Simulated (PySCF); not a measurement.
Species: `C=[P@](C)(C[SiH3])C(C)C`. The columns A, B, C and D hold Mulliken, IAO, Hirshfeld and ESP-fitted charges (e) of one PBE0/pcSseg-1 density (PySCF), in a shuffled order. Coordinates in Å (GFN2-xTB); the density's dipole moment is (-2.44, -0.11, 2.22) D.

| atom | x | y | z | A | B | C | D |
| --- | --- | --- | --- | --- | --- | --- | --- |
| C1 | 1.410 | 0.385 | -1.956 | -0.936 | -0.978 | -0.338 | -0.508 |
| P2 | 0.408 | 0.464 | -0.583 | +1.175 | +0.459 | +0.368 | +0.368 |
| C3 | -0.511 | 2.040 | -0.680 | -0.640 | -0.644 | -0.156 | -0.412 |
| C4 | 1.452 | 0.641 | 0.900 | -0.761 | -0.429 | -0.196 | -0.677 |
| Si5 | 2.372 | -0.947 | 1.395 | +0.601 | +0.321 | +0.319 | +0.502 |
| C6 | -0.927 | -0.776 | -0.019 | -0.326 | +0.268 | -0.064 | -0.542 |
| C7 | -1.956 | -0.875 | -1.140 | -0.419 | -0.431 | -0.122 | -0.216 |
| C8 | -1.594 | -0.517 | 1.325 | -0.413 | -0.492 | -0.119 | -0.202 |
| H9 | 2.020 | -0.517 | -1.958 | +0.134 | +0.230 | +0.005 | +0.109 |
| H10 | 0.822 | 0.456 | -2.871 | +0.135 | +0.269 | +0.009 | +0.107 |
| H11 | -1.175 | 2.018 | -1.543 | +0.161 | +0.217 | +0.052 | +0.154 |
| H12 | -1.085 | 2.235 | 0.223 | +0.149 | +0.170 | +0.045 | +0.137 |
| H13 | 0.228 | 2.826 | -0.831 | +0.174 | +0.206 | +0.053 | +0.164 |
| H14 | 0.845 | 1.015 | 1.726 | +0.159 | +0.149 | +0.046 | +0.170 |
| H15 | 2.175 | 1.415 | 0.631 | +0.180 | +0.185 | +0.050 | +0.192 |
| H16 | 1.424 | -1.950 | 1.890 | -0.124 | -0.086 | -0.075 | -0.079 |
| H17 | 3.127 | -1.492 | 0.272 | -0.108 | -0.047 | -0.067 | -0.059 |
| H18 | 3.281 | -0.586 | 2.487 | -0.114 | -0.088 | -0.078 | -0.078 |
| H19 | -0.379 | -1.729 | 0.032 | +0.136 | +0.014 | +0.033 | +0.160 |
| H20 | -2.575 | -1.764 | -1.026 | +0.143 | +0.123 | +0.043 | +0.123 |
| H21 | -2.610 | -0.005 | -1.142 | +0.133 | +0.120 | +0.037 | +0.111 |
| H22 | -1.450 | -0.929 | -2.106 | +0.143 | +0.081 | +0.036 | +0.124 |
| H23 | -2.107 | 0.442 | 1.329 | +0.134 | +0.131 | +0.037 | +0.110 |
| H24 | -0.871 | -0.531 | 2.137 | +0.137 | +0.125 | +0.037 | +0.122 |
| H25 | -2.335 | -1.294 | 1.517 | +0.145 | +0.128 | +0.044 | +0.123 |

Task: Which column most likely holds the ESP-fitted charges?

Result: B. Σ q r misses the density's dipole by 0.06 D (B), 0.82 D (D), 0.95 D (A), 1.18 D (C). Charges fitted to the outside potential are the only set here that is tied to the molecule's multipoles.

Task: And the Hirshfeld charges?

Result: C. The mean sizes are 0.097 e (C), 0.222 e (D), 0.256 e (B), 0.307 e (A), and Hirshfeld charges are commonly the smallest of these schemes.

As computed, A = IAO, B = ESP-fitted, C = Hirshfeld, D = Mulliken. Hydrogens on carbon: IAO +0.13 to +0.18, ESP-fitted +0.01 to +0.27, Hirshfeld +0.01 to +0.05, Mulliken +0.11 to +0.19 e.

The ESP scheme is a least-squares fit of atom-centred charges to the potential on four shells outside the van der Waals surface, with the total charge fixed. The IAO scheme projects the occupied orbitals on a minimal set of polarised atomic orbitals and counts the electrons in each atom's part of it.

Isolated species at its GFN2-xTB geometry (one conformer only).

The run behind these numbers computed NMR shieldings as well. Time: 52 s of wall time; peak memory 1.1 GiB. Hardware: one thread, Arm Neoverse V2 (aarch64), shared host with 48 logical CPUs at a one-minute load of 38.

Conformer computed: `[CH2:1]=[P@:2]([CH3:3])([CH2:4][SiH3:5])[CH:6]([CH3:7])[CH3:8]`: C1–P2–C4–Si5 -73°, C1–P2–C6–C7 -59°.
